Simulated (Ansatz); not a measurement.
`O[SiH](Cl)[SiH2]Cl`, relaxed with RKS PBE0-D4/def2-TZVP in the Gaussian-basis code of Ansatz from a PBE-D4/def2-SVP geometry. The force threshold is 0.005 eV/Å; the program also tests the step.

The species carries charge 0 and has multiplicity 1.

Start:

```xyz
9

O     0.119   -1.854   -0.703
Si   -0.902   -0.646   -0.160
Cl   -1.637   -1.025    1.760
Si    0.453    1.273    0.039
Cl    2.250    0.380    0.695
H     1.019   -1.774   -0.327
H    -2.063   -0.606   -1.101
H     0.020    2.284    1.060
H     0.741    1.968   -1.264
```

**Question.** How much energy does the relaxation release, and in how many steps? (An estimate is asked.)

**Answer.** Computed: 6.88 kJ/mol, in 12 steps.

**Question.** Which bonds change most? (Estimate.)

**Answer.** Ansatz gave: Si4–Cl5 from 2.112 to 2.072 Å; O1–Si2 from 1.672 to 1.636 Å; Si2–Cl3 from 2.091 to 2.060 Å; Si4–H9 from 1.504 to 1.485 Å.

**Question.** Give the relaxed structure. (An estimate is asked.)

**Answer.** Ansatz gave: 
```xyz
9

O     0.055   -1.865   -0.741
Si   -0.856   -0.638   -0.157
Cl   -1.559   -1.050    1.735
Si    0.476    1.282    0.046
Cl    2.278    0.558    0.769
H     0.928   -1.982   -0.357
H    -2.024   -0.526   -1.055
H    -0.047    2.276    1.013
H     0.749    1.944   -1.254
```
